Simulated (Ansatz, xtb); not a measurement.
# C4H6BNO2: which of two isomers lies lower

We compare X, `C[C@@H]1COB(C#N)O1`, a singlet, with Y, `OB(O)c1cc[nH]c1`, a singlet. Both are isolated molecules in the gas phase, relaxed with B3LYP-D3(BJ)/def2-SVP; the shapes shown needn't be the lowest conformers.

X (Å):

```xyz
14

C    -2.4057   -0.6654   -0.3734
C    -1.2714   -0.2537    0.5436
C    -0.2487    0.7289   -0.0933
C     1.9799   -2.0959    0.9249
B     0.8237   -1.1085    0.6335
N     2.8454   -2.8356    1.1438
O     1.0337    0.1166    0.0885
O    -0.4718   -1.4021    0.9026
H    -3.0239    0.2091   -0.6318
H    -2.0105   -1.1016   -1.3044
H    -3.0480   -1.4116    0.1165
H    -1.6782    0.1593    1.4819
H    -0.2503    1.7174    0.3896
H    -0.4272    0.8671   -1.1726
```

Y (Å):

```xyz
14

C     0.5571    0.3201    0.3264
C     0.6543    0.1739   -1.1001
C     1.9884    0.0800   -1.4310
C     1.8646    0.3073    0.8015
B    -0.7202    0.4636    1.1827
N     2.7129    0.1631   -0.2596
O    -1.9380    0.4540    0.5479
O    -0.5847    0.5950    2.5451
H    -2.7043    0.5466    1.1253
H    -1.4114    0.6808    3.0333
H    -0.1826    0.1432   -1.7947
H     2.4842   -0.0379   -2.3920
H     3.7217    0.1229   -0.1974
H     2.2371    0.3910    1.8202
```

Estimate E(Y) − E(X) at the level CCSD(T)/def2-SVP + ΔMP2/def2-TZVPP.

Calculated at CCSD(T)/def2-SVP + ΔMP2/def2-TZVPP: E(Y) − E(X) = −0.625 eV, so structure Y lies lower.

Level by level:

| level | geometry | E(Y) − E(X) (eV) | departure from the last row (eV) | job, with rough time for the two |
| --- | --- | --- | --- | --- |
| GFN2-xTB | GFN2-xTB | −0.885 | −0.260 | optimisation, 0.28 s |
| HF/STO-3G | GFN2-xTB | +1.997 | +2.622 | single point, 0.4 s |
| r2SCAN-D4/def2-SVP | GFN2-xTB | −0.946 | −0.321 | single point, 4.1 s |
| B3LYP-D3(BJ)/def2-SVP | B3LYP-D3(BJ)/def2-SVP | −0.757 | −0.133 | optimisation, 46 s |
| HF/def2-SVP | B3LYP-D3(BJ)/def2-SVP | −0.371 | +0.254 | part of the CCSD(T) run |
| MP2/def2-SVP | B3LYP-D3(BJ)/def2-SVP | −0.645 | −0.020 | part of the CCSD(T) run |
| CCSD(T)/def2-SVP | B3LYP-D3(BJ)/def2-SVP | −0.429 | +0.195 | single point |
| CCSD(T)/def2-SVP + ΔMP2/def2-TZVPP | B3LYP-D3(BJ)/def2-SVP | −0.625 |  | single point, 88 s |

As drawn, Y has 3 C∷C, 2 C∷N, 2 O–H, 1 N–H in place of 2 C–C, 2 C–O, 1 C≡N, 3 C–H (∷ is an aromatic bond). Structure X has a 5-membered ring, Y a 5-membered ring (with an aromatic ring).

HF/STO-3G puts the two in the other order. The largest departure from CCSD(T)/def2-SVP + ΔMP2/def2-TZVPP is that of HF/STO-3G, 2.622 eV. The last row adds to CCSD(T) the change of the MP2 difference between the two basis sets, here −0.195 eV, a large step that makes the value less sure.

With thermal terms from frequencies at re-optimised GFN2-xTB minima (ideal gas, soft modes damped towards free rotors, one conformer each, 298.15 K, 1 atm): on the last row, ΔE + ΔZPE = −0.638, ΔH = −0.644, ΔG = −0.628 eV.

The correlated steps freeze 8 core orbitals. Mirror images aren't counted in ΔG. Codes used: Ansatz 0.2.0, xtb 6.7.1; the last row on 4 threads of Arm Neoverse V1 on a shared host.
